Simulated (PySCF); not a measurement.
# Shapes and spin states of Ti₂S

Level of theory: PySCF, PBE, basis S def2-SVP, Ti def2-SVP (no relativity, density fitting).

Relaxations began from a few typed shapes and spin states; open shells are unrestricted. The search is not exhaustive: other isomers or separated fragments can lie lower, and high-lying points may rest on an excited occupation.

```json
{"spin": "quintet", "group": "C2v", "bonds": "S–Ti 2.280 Å (×2), Ti–Ti 2.366 Å", "angles": "S–Ti–Ti 58.7° (×2), Ti–S–Ti 62.5°", "imaginary modes (cm⁻¹)": "none", "ΔE (kJ/mol)": "0.0", "ΔE with ZPE (kJ/mol)": "0.0"}
{"spin": "septet", "group": "C2v", "bonds": "S–Ti 2.274 Å (×2), Ti–Ti 3.042 Å", "angles": "S–Ti–Ti 48.0° (×2), Ti–S–Ti 83.9°", "imaginary modes (cm⁻¹)": "none", "ΔE (kJ/mol)": "121.3", "ΔE with ZPE (kJ/mol)": "120.2"}
{"spin": "septet", "group": "D∞h", "bonds": "S–Ti 2.222 Å (×2)", "angles": "Ti–S–Ti 180.0°", "imaginary modes (cm⁻¹)": "none", "ΔE (kJ/mol)": "140.8", "ΔE with ZPE (kJ/mol)": "139.6"}
```

The lowest minimum found is the quintet C2v: S–Ti 2.280 Å (×2), Ti–Ti 2.366 Å; S–Ti–Ti 58.7° (×2), Ti–S–Ti 62.5°.

For the lowest minimum: open d and f shells are described by one determinant, and the ground state may have another occupation or spin.

The electron or spin density has lower symmetry than the nuclear frame for the septet D∞h at 140.8 kJ/mol.
